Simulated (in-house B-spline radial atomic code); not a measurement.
## Ionising Se IV (Se3+) with different functionals

Computed with a B-spline radial code for spherical atoms: four-component Dirac-Coulomb Hamiltonian, Fermi nucleus of rms radius 4.14 fm, spin-restricted, spherical fractional occupations for the functionals. The ionisation energy is the difference of two self-consistent energies, [Ar] 3d10 4s2 4p1 → [Ar] 3d10 4s2, without Breit or QED terms; ε is the level of the shell that loses the electron (mean over j). The electron is taken from both j subshells in proportion to 2j + 1, so the result is a j average, not the step between ground levels.

Hybrids are left out here: with spherical fractional occupations of an open shell their exact exchange keeps a self-interaction that integer-occupation calculations don't have.

```json
{"method": "LDA VWN5", "rung": "LDA", "ΔSCF (eV)": "42.58", "-ε(4p) (eV)": "36.75"}
{"method": "relativistic LDA", "rung": "LDA", "ΔSCF (eV)": "42.57", "-ε(4p) (eV)": "36.74"}
{"method": "LDA PW92", "rung": "LDA", "ΔSCF (eV)": "42.58", "-ε(4p) (eV)": "36.75"}
{"method": "LDA exchange-only", "rung": "LDA", "ΔSCF (eV)": "41.19", "-ε(4p) (eV)": "35.37"}
{"method": "PBE", "rung": "GGA", "ΔSCF (eV)": "42.19", "-ε(4p) (eV)": "36.42"}
{"method": "PBEsol", "rung": "GGA", "ΔSCF (eV)": "?", "-ε(4p) (eV)": "?"}
{"method": "BLYP", "rung": "GGA", "ΔSCF (eV)": "42.27", "-ε(4p) (eV)": "36.42"}
{"method": "RPBE", "rung": "GGA", "ΔSCF (eV)": "?", "-ε(4p) (eV)": "?"}
{"method": "PW91", "rung": "GGA", "ΔSCF (eV)": "42.32", "-ε(4p) (eV)": "36.53"}
{"method": "BP86", "rung": "GGA", "ΔSCF (eV)": "42.38", "-ε(4p) (eV)": "36.60"}
{"method": "AM05", "rung": "GGA", "ΔSCF (eV)": "42.19", "-ε(4p) (eV)": "36.42"}
{"method": "OLYP", "rung": "GGA", "ΔSCF (eV)": "41.90", "-ε(4p) (eV)": "36.20"}
```

(1) What does PBEsol give?

(2) What does RPBE give?

(3) How do they compare with the NIST value?

Answers

(1) ΔSCF 42.22 eV, and -ε(4p) = 36.45 eV.

(2) ΔSCF 42.04 eV, and -ε(4p) = 36.30 eV.

(3) NIST lists 42.947 eV ± 0.003 (measured, ground level to ground level). Errors run from -1.76 to -0.37 eV; LDA VWN5 is closest (-0.37 eV), but part of that can be cancellation, since the calculations leave out Breit-QED terms, spin polarisation, the choice among j levels, multiplet and fine-structure energies.
